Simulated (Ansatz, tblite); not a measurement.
Removing and adding an electron: BCP, `Cc1cc(-c2ccccc2)c2ccc3c(-c4ccccc4)cc(C)nc3c2n1`. The state is a singlet with charge 0. Geometry: PBE-D4/def2-SVP. Ansatz, gas phase; energy differences of separate SCF runs; the oxidised species was run as a doublet alone; the reduced species was run as a doublet alone.

The xTB rows come from tblite. Single mean-field runs in def2-TZVP are fitted with def2-universal-jkfit. HOMO above LUMO, or a gap near zero within one spin, warns that the state may not be the lowest or that an electron is smeared out.

```csv
level,−HOMO (eV),vertical IE (eV),−LUMO (eV),vertical EA (eV),HOMO–LUMO gap (eV),IE − EA (eV),remarks
GFN1-xTB,11.13,13.00,8.25,6.31,2.88,6.69,–
GFN2-xTB,9.65,11.82,7.32,5.31,2.33,6.51,–
PBE-D4/def2-TZVP,5.31,7.36,2.24,0.58,3.06,6.78,"HOMO above zero (-1 doublet), gap within one spin near zero (+1 doublet), gap within one spin near zero (-1 doublet)"
PBE0-D4/def2-TZVP,6.31,7.59,1.45,0.34,4.86,7.25,HOMO above zero (-1 doublet)
BHLYP-D4/def2-TZVP,6.93,7.49,0.49,0.04,6.44,7.45,HOMO above zero (-1 doublet)
```

Relaxing the oxidised species (PBE-D4/def2-SVP) changes its energy by -0.41 eV at PBE-D4/def2-TZVP, so the adiabatic ionisation energy to this nearest minimum is 6.95 eV. At PBE0-D4/def2-TZVP it is 7.28 eV.     A HOMO above zero means that the electron is unbound at that level or that self-interaction error raises the level; the energy of removing that electron tells which. Raw xTB energy differences between charge states are shifted by several eV; the methods need an empirical correction for them. Sets without diffuse functions give affinities that are too small.
